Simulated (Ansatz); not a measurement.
`C[CH2][Mg][F]` + H₂ → `C[CH2][MgH]` + H–F at 700 K and 1 bar (hydrogenolysis of a Mg–F bond).

Isolated molecules relaxed with PBE0-D4/def2-TZVP in Ansatz; ΔE leaves out vibrations. CBS: MP2 limit from def2 TZ/QZ plus the TZ coupled-cluster correction, frozen cores. This one scheme is used for every species. For Mg outer-core shells are correlated without core-valence functions, which leaves a few kJ/mol of doubt a bond. One conformer a species, not always the lowest.

```
        species  CCSD(T)/CBS energy (Eh)  H − E (kJ/mol)  S (J/(mol·K))
`C[CH2][Mg][F]`               -378.86278           236.7          416.7
             H₂                 -1.17544            46.8          155.3
  `C[CH2][MgH]`               -279.57780           240.1          386.7
            H–F               -100.39570            45.2          198.5
```

H − E and S are ideal-gas, rigid-rotor, harmonic terms from PBE0-D4/def2-TZVP, for one conformer and one mirror image of each species. The MP2-based limit puts H₂ 0.8 mEh under its directly extrapolated value; such offsets cancel only in part. 1 Eh = 2625.50 kJ/mol, R = 8.31446 J/(mol·K).

Question: By hand: ΔE, ΔH, ΔS and ΔG.

Answer: ΔE = (-279.57780) + (-100.39570) − (-378.86278) − (-1.17544) = 0.06472 Eh = 169.9 kJ/mol. Δ(H − E) = 240.1 + 45.2 − 236.7 − 46.8 = 1.8, so ΔH = 171.7 kJ/mol. ΔS = 386.7 + 198.5 − 416.7 − 155.3 = 13.2 J/(mol·K). ΔG = 171.7 − 700 × (13.2)/1000 = 162.5 kJ/mol.

Question: By hand: the equilibrium constant, and the temperature at which ΔG would vanish if ΔH and ΔS stayed fixed.

Answer: log₁₀ K = −ΔG/(RT ln 10) = -12.1. ΔG = 0 at ΔH/ΔS = 13008 K, far beyond where these terms or the molecules hold.

The number of gas molecules stays the same, so ΔS is small and ΔH decides. A doubt of 5 kJ/mol in ΔE shifts log₁₀ K by 0.4 here. Other conformers and mirror images would add mixing entropy, several J/(mol·K) or more a flexible species. These are equilibria of isolated gas molecules and say nothing of rates. Largest T1 diagnostic: 0.010 (customary marks: 0.02 for closed shells, 0.045 for open ones).
